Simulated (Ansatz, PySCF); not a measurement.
Sb(F)2(OMe) (CH₃F₂OSb), SMILES C[O][Sb]([F])[F]. Atoms are numbered in the order given.

```xyz
8

Sb    -0.5073     0.3148     0.0000
F     -0.4309    -1.0224     1.4059
F     -0.4309    -1.0224    -1.4059
O      1.4103     0.7303     0.0000
C      2.3923    -0.2998     0.0000
H      3.3827     0.1812     0.0000
H      2.3060    -0.9395     0.8948
H      2.3060    -0.9395    -0.8948
```
Charge 0, spin multiplicity 1.

Coordinates come from a B3LYP-D3(BJ)/def2-SVP optimisation. The structure was generated by enumeration; whether it is a known compound was not checked. The def2 effective core potentials stand for the cores of Sb; spin–orbit coupling is left out. The values are those of a single conformer.

Vertical ionisation energy (IE) and electron affinity (EA) in eV. Rows of orbital energies are one-electron estimates. Where ΔSCF, EOM or ADC give a negative EA the extra electron is unbound and the value depends on the basis.

| level | IE | EA |
|---|---|---|
| −ε(HOMO), −ε(LUMO), HF/def2-TZVP (PySCF) | 12.09 | -1.37 |
| −ε(HOMO), −ε(LUMO), PBE/def2-TZVP (PySCF) | 6.91 | 2.25 |
| ΔSCF, PBE0/def2-SVPD (Ansatz), final states of multiplicity 2 and 2 | 10.76 | -0.18 |
| ΔSCF, PBE/def2-SVPD (Ansatz), final states of multiplicity 2 and 2 | … | … |

### Question
Some entries are withheld; supply them. (An estimate is asked for; the answer gives what the named calculation found.)

### Answer

- ΔSCF, PBE/def2-SVPD (Ansatz, a quantum-chemistry and plane-wave program), final states of multiplicity 2 and 2, IE: 10.50
- ΔSCF, PBE/def2-SVPD (Ansatz), final states of multiplicity 2 and 2, EA: -0.26

### Question
What vertical singlet–triplet gap does ΔSCF give with PBE0/def2-SVPD (Ansatz) and with PBE/def2-SVPD (Ansatz)? (An estimate is asked for; the answer gives what the named calculation found.)

### Answer
5.28 and 5.07 eV (triplet above singlet where positive).
